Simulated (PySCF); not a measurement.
EPR parameters of [C3H12N2Si]+

Species: C₃H₁₂N₂Si (charge +1 and doublet state).
Geometry (GFN2-xTB, Å), atoms numbered from 1 in this order:
```xyz
18
C3H12N2Si angstrom
C     -3.084    0.550   -0.125
C     -1.935   -0.430    0.071
N     -0.677    0.154   -0.258
Si     0.690   -0.585   -1.038
N      2.065   -0.302   -0.012
C      3.321    0.274   -0.359
H     -4.020    0.075    0.150
H     -2.959    1.438    0.491
H     -3.135    0.858   -1.167
H     -2.070   -1.333   -0.529
H     -1.937   -0.744    1.127
H     -0.604    1.108    0.076
H      0.458   -2.023   -1.085
H      0.904    0.133   -2.288
H      1.977   -0.451    0.986
H      4.138   -0.348    0.021
H      3.408    0.370   -1.437
H      3.450    1.262    0.099
```

The hyperfine couplings belong to this conformer and change with its torsions.

Identity: `CC[NH+][SiH2]NC` [radical] (charge +1).

The calculation used PySCF 2.14.0, UKS B3LYP, pcH-1 on C H N Si, non-relativistic, mean-field spin-orbit, GIAO. Isolated species at its GFN2-xTB geometry (one conformer only). The geometry wasn't refined by DFT: couplings that depend on bond lengths, twists or pyramidal angles can differ widely from those at the functional's own minimum, by a factor of two or more for some ions and for spin on atoms past the first row. Stability of the SCF solution: not tested.

| Item | Value |
| --- | --- |
| g1, g2, g3 | 2.00276, 2.00407, 2.00412 |
| g_iso | 2.00365 |
| Form of g | close to axial: the two nearest values differ by 3 % of g3 − g1 |
| ⟨S²⟩ | 0.7568 (exact 0.7500) |
| α and β electrons | 29, 28 |
| Basis functions | 280 |

Isotropic coupling and dipolar principal values T1 to T3, in MHz:

| atom | isotope | a_iso | of which spin–orbit | T1 | T2 | T3 | Mulliken spin population |
| --- | --- | --- | --- | --- | --- | --- | --- |
| C1 | 13C | 16.2 | 0.0 | -3.7 | -3.6 | 7.3 | 0.03 |
| C2 | 13C | -18.3 | 0.0 | -5.0 | -2.5 | 7.6 | -0.02 |
| N3 | 14N | 17.4 | 0.0 | -21.9 | -21.6 | 43.6 | 0.45 |
| Si4 | 29Si | 53.6 | -0.1 | -3.2 | 0.9 | 2.2 | -0.05 |
| N5 | 14N | 16.1 | 0.0 | -20.6 | -20.3 | 40.9 | 0.41 |
| C6 | 13C | -17.6 | 0.0 | -4.4 | -1.7 | 6.0 | -0.01 |
| H7 | 1H | 10.7 | 0.0 | -2.4 | -0.8 | 3.2 | 0.00 |
| H8 | 1H | 0.3 | 0.0 | -2.9 | -1.7 | 4.5 | 0.00 |
| H9 | 1H | 1.3 | 0.0 | -3.2 | -0.6 | 3.8 | 0.00 |
| H10 | 1H | 20.1 | 0.0 | -4.5 | -1.0 | 5.6 | 0.01 |
| H11 | 1H | 130.8 | 0.0 | -5.0 | -3.2 | 8.2 | 0.05 |
| H12 | 1H | -30.7 | 0.0 | -23.5 | -6.7 | 30.2 | -0.02 |
| H13 | 1H | 81.6 | 0.0 | -3.1 | -0.8 | 3.9 | 0.04 |
| H14 | 1H | 87.5 | 0.0 | -3.2 | -0.5 | 3.7 | 0.05 |
| H15 | 1H | -28.7 | 0.0 | -21.8 | -6.5 | 28.3 | -0.01 |
| H16 | 1H | 93.9 | 0.0 | -4.8 | -1.7 | 6.5 | 0.03 |
| H17 | 1H | 1.0 | 0.0 | -3.5 | -1.1 | 4.7 | 0.00 |
| H18 | 1H | 94.2 | 0.0 | -4.3 | -3.1 | 7.4 | 0.04 |

The largest Mulliken spin populations are on N3 (+0.45) and N5 (+0.41).

The SMILES `CC[NH+][SiH2]NC` draws the unpaired electron on N3, whose computed spin population is only +0.45.

Under fast tumbling the dipolar parts average out, and these isotropic splittings remain (the largest six): 2 × 1H (H13/H14, I = 1/2, 3 lines) with 3.02 mT, 2 × 1H (H10/H11, I = 1/2, 3 lines) with 2.69 mT, 3 × 1H (H16/H17/H18, I = 1/2, 4 lines) with 2.25 mT, 1 × 1H (H12, I = 1/2, 2 lines) with 1.10 mT, 1 × 1H (H15, I = 1/2, 2 lines) with 1.02 mT and 1 × 14N (N3, I = 1, 3 lines) with 0.62 mT.

Means are taken over nuclei equivalent by connectivity, which assumes that they swap fast. The three 1H nuclei of mean +63.0 MHz run from 1.0 to 94.2 MHz in the frozen geometry. The three 1H nuclei of mean +4.1 MHz run from 0.3 to 10.7 MHz in the frozen geometry. The 1H value of +75.4 MHz is a mean of couplings from 20.1 to 130.8 MHz in this one geometry, not an average over conformers.

The 13C coupling of C2 (-18.3 MHz) shows only in satellite lines or after enrichment, since that isotope makes up about 1.07 % of natural carbon.

The 29Si coupling of Si4 (53.6 MHz) shows only in satellite lines or after enrichment, since that isotope makes up about 4.7 % of natural silicon.

Examples of negative spin density at the nucleus (bohr⁻³): Si4 (-0.0604), C2 (-0.0163) and C6 (-0.0157).
